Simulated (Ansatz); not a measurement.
(BeO)4 ring (Be₄O₄), relaxed as a singlet with RKS PBE-D4/def2-SVP in Ansatz, starting from the GFN2-xTB geometry. Force threshold 0.02 eV/Å.

Start:

```csv
atom,x (Å),y (Å),z (Å)
Be1,-0.545,1.533,-0.609
O2,-0.570,0.657,-1.713
Be3,-0.184,-0.693,-1.583
O4,0.280,-1.740,-0.760
Be5,0.543,-1.534,0.610
O6,0.570,-0.656,1.713
Be7,0.186,0.694,1.581
O8,-0.280,1.740,0.760
```

| step | energy (eV) | largest force component (eV/Å) | SCF passes |
| --- | --- | --- | --- |
| 1 | -9785.3876 | 2.205 | 29 |
| 2 | -9785.6807 | 1.191 | 30 |
| 3 | -9785.8428 | 0.172 | 28 |
| 4 | -9785.8513 | 0.006 | 29 |

Force components are those of the run's own axes.

End:

```xyz
8

Be   -0.534    1.507   -0.598
O    -0.599    0.691   -1.803
Be   -0.182   -0.682   -1.554
O     0.295   -1.832   -0.800
Be    0.534   -1.507    0.598
O     0.600   -0.691    1.802
Be    0.182    0.682    1.554
O    -0.295    1.832    0.800
```

By distances, no bond broke or formed. The bond that changes most is Be7–O8, from 1.41 to 1.46 Å (atoms count from 1).

No frequencies were taken in this run, so the end may be a saddle point.

Run time 2.2 s (4 threads of AMD EPYC 9R45 on a shared host).
